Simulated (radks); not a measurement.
Valence configurations of Pt I (all share [Xe]). Method: scalar-relativistic Kohn-Sham, LDA (Slater exchange, Perdew-Wang correlation), spin-polarised, spherical densities, finite nucleus; open shells are filled with parallel spins first (spin-orbit coupling, left out, can overturn this in heavy ions); Fermi nuclear charge, rms radius 5.427 fm; computed with a radial shooting solver on a logarithmic mesh with Libxc functionals. Energies are relative to 4f14 5d9 6s1; eigenvalues in eV for spin up.

[
 {"valence": "4f14 5d9 6s1", "E (eV)": "0.000", "moment (Bohr magnetons)": "2", "e(4f)": "-70.516", "e(5d)": "-6.703", "e(6p)": "-", "e(6s)": "-6.310"},
 {"valence": "4f14 5d8 6s1 6p1", "E (eV)": "5.589", "moment (Bohr magnetons)": "4", "e(4f)": "-75.152", "e(5d)": "-10.595", "e(6p)": "-2.627", "e(6s)": "-8.655"},
 {"valence": "4f13 5d10 6s1", "E (eV)": "69.108", "moment (Bohr magnetons)": "2", "e(4f)": "-81.853", "e(5d)": "-7.364", "e(6p)": "-", "e(6s)": "-6.185"},
 {"valence": "4f14 5d9.5 6s0.5", "E (eV)": "0.211", "moment (Bohr magnetons)": "1", "e(4f)": "-69.255", "e(5d)": "-5.693", "e(6p)": "-", "e(6s)": "-5.764"},
 {"valence": "4f14 5d8.5 6s0.5 6p1", "E (eV)": "5.404", "moment (Bohr magnetons)": "3", "e(4f)": "-73.767", "e(5d)": "-9.534", "e(6p)": "-2.427", "e(6s)": "-8.159"},
 {"valence": "4f14 5d8 6s2", "E (eV)": "0.805", "moment (Bohr magnetons)": "2", "e(4f)": "-73.385", "e(5d)": "-8.759", "e(6p)": "-", "e(6s)": "-7.019"},
 {"valence": "4f13 5d8.5 6s0.5 6p2", "E (eV)": "83.541", "moment (Bohr magnetons)": "5", "e(4f)": "-90.106", "e(5d)": "-14.319", "e(6p)": "-3.571", "e(6s)": "-10.270"},
 {"valence": "4f14 5d8.5 6s1.5", "E (eV)": "0.311", "moment (Bohr magnetons)": "2", "e(4f)": "-71.918", "e(5d)": "-7.708", "e(6p)": "-", "e(6s)": "-6.660"},
 {"valence": "4f13 5d9 6s2", "E (eV)": "70.941", "moment (Bohr magnetons)": "2", "e(4f)": "-84.954", "e(5d)": "-9.621", "e(6p)": "-", "e(6s)": "-6.944"},
 {"valence": "4f14 5d8.5 6s1 6p0.5", "E (eV)": "2.579", "moment (Bohr magnetons)": "3", "e(4f)": "-72.844", "e(5d)": "-8.682", "e(6p)": "-1.971", "e(6s)": "-7.541"}
]

NIST lists [Xe] 4f14 5d9 6s1 as the ground configuration; this level of theory agrees among the configurations tried. The energies are those of spherical high-spin densities, not of single terms.
